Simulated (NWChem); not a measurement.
BNH₃Cl; SMILES NBCl

```xyz
6

B     -0.5800     0.5139     0.0000
H     -1.7612     0.6555     0.0000
Cl     0.0853    -1.1441     0.0000
N      0.2831     1.6023     0.0000
H     -0.0555     2.5545     0.0000
H      1.2912     1.5168     0.0000
```
Atoms are numbered in this order, from 1.

Structure relaxed at the B3LYP/6-31G* (spherical d) level.

### Question
Give the principal values of the shielding tensors (ppm) of B1, Cl3, N4 from PBE/pcSseg-1, GIAO (NWChem), with their diamagnetic and paramagnetic parts as GIAO splits them.

### Answer
| atom | σ11 | σ22 | σ33 | isotropic | diamagnetic | paramagnetic |
|---|---|---|---|---|---|---|
| B1 | 29.6 | 52.7 | 100.2 | 60.8 | 196.8 | -135.9 |
| Cl3 | 551.7 | 914.8 | 935.5 | 800.7 | 1148.4 | -347.7 |
| N4 | 46.8 | 193.4 | 198.9 | 146.4 | 317.9 | -171.5 |
